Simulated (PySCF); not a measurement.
**Correlation energy of Tc (technetium, neutral)**

[Kr] 4d5 5s2, high-spin 6S determinant. All numbers are calculated (PySCF 2.14, scalar relativity through the core potential, in aug-cc-pVDZ-PP with ECP28MDF (5s5p4d2f, 54 functions)). Frozen: 4s2 4p6; 7 electrons correlated.

| level | correlation energy (mhartree) |
| --- | --- |
| CCSD | -116.14 |
| (T) | -3.75 |
| CCSD(T) | -119.89 |

Diagnostics: T1 = 0.025, D1 = 0.0859, largest double amplitude 0.055.

Q: Is a single reference adequate?

A: Yes, within this model without spin-orbit coupling: T1 lies below 0.03 and no double amplitude reaches 0.07.
